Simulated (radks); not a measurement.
All-electron atom: the gallium anion Ga- in [Ar] 3d10 4s2 4p2.

All-electron calculation, scalar-relativistic Kohn-Sham, PBEsol, spin-unpolarised, spherical densities, point nucleus; hard spherical wall at 3.5 bohr. Program: a radial shooting solver on a logarithmic mesh with Libxc functionals.

Energy parts (hartree):
total: -1941.26811
kinetic: 1978.88860
electron-nucleus: -4708.25257
Hartree: 862.80297
exchange-correlation: -74.70711

Orbitals (lengths in bohr, moments of r in powers of bohr):
orbital  occ.  eigenvalue (hartree)      <r>
1s          2             -374.8093  0.04863
2s          2             -45.57038   0.2180
2p          6             -39.57755   0.1908
3s          2              -4.65604   0.6526
3p          6              -2.85263   0.6807
3d         10               0.05741   0.8254
4s          2               0.40808    1.910
4p          2               0.76425    2.027
4d          0               1.39171    2.108
5s          0               2.18296    2.053
5p          0               2.60308    2.014

The highest occupied level is 4p at 20.796 eV. The density falls to 0.001 e/bohr^3 at r = 3.28 bohr. The pressure on the wall is 264 GPa. Summed over all electrons, <r^2> = 30.44 bohr^2, which gives a Langevin (diamagnetic) susceptibility term of -24.1 x 10^-6 cm^3/mol.
